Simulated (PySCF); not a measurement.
## Re³⁺ (rhenium, charge +3) across methods

[Xe] 4f14 5d4, high-spin 5D determinant. Computed with PySCF 2.14 in aug-cc-pVTZ-PP with one added diffuse shell each of s, p, d, f, g type with ECP60MDF (7s7p6d4f3g, 113 functions), with scalar relativity through the core potential.

| method | E (hartree) | mean ε 5p α (eV) | mean ε 5p β (eV) | mean ε 5d α (eV) | Σ⟨r²⟩ (bohr²) | ⟨S²⟩ |
| --- | --- | --- | --- | --- | --- | --- |
| LDA | -76.3359 | -77.319 | -74.528 | -34.329 | 25.59 | 6.000 |
| r2SCAN | -76.5809 | -78.986 | -75.225 | -34.689 | 25.22 | 6.001 |
| revPBE | -76.6080 | -77.402 | -74.560 | -34.304 | 25.36 | 6.001 |
| M06-L | -76.5899 | -78.494 | -75.019 | -34.194 | 25.01 | 6.001 |
| PBE0 | -76.5379 | -80.850 | -76.877 | -36.000 | 25.31 | 6.001 |
| TPSS | -76.5365 | -77.731 | -74.706 | -34.260 | 25.35 | 6.001 |
| UHF | -76.04116 | -90.224 | -82.497 | -40.233 | 25.25 | 6.003 |

Question: Estimate the same row for PBE.

Answer: E (hartree) = -76.5558; mean ε 5p α (eV) = -77.419; mean ε 5p β (eV) = -74.551; mean ε 5d α (eV) = -34.338; Σ⟨r²⟩ (bohr²) = 25.41; ⟨S²⟩ = 6.001.

Energies and moments cover only the electrons outside the core potential. Spin-orbit coupling, absent here, splits the open shell strongly.
